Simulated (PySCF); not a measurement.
Li(Me) cation (CH₃Li), SMILES [Li][CH3] (connectivity only; charge and spin as stated), charge +1, multiplicity 2. Atoms are numbered in the order given.

```xyz
5

Li     0.0000     0.0000    -1.7324
C      0.0000     0.0000     0.5362
H     -0.9354     0.5400     0.6600
H      0.9354     0.5400     0.6600
H      0.0000    -1.0801     0.6600
```
Charge +1, spin multiplicity 2.

Geometry: ωB97X-D3(BJ)/def2-TZVPD. The multiplicity is an assumed one; other spin states were not compared. The isomer is the one that the SMILES or the coordinates give; other isomers of the formula were not compared.

Computed with ωB97X-D3(BJ)/def2-TZVPD in PySCF.

No scaling factor is applied to the harmonic values.

Modes within 1.5 cm⁻¹ of each other (mostly degenerate sets) share a row, with their intensities summed.

```
mode  ν (cm⁻¹)  IR (km/mol)  moving atoms (share of kinetic energy)
----  --------  -----------  --------------------------------------
1–2        232         26.9                                  H 92 %
3          310         89.4                         Li 68 %, C 24 %
4          916         58.5                          H 79 %, C 21 %
5–6       1405         13.8                           H 91 %, C 9 %
7         3081          7.6                                 H 100 %
8–9       3254          5.5                          H 89 %, C 11 %
```
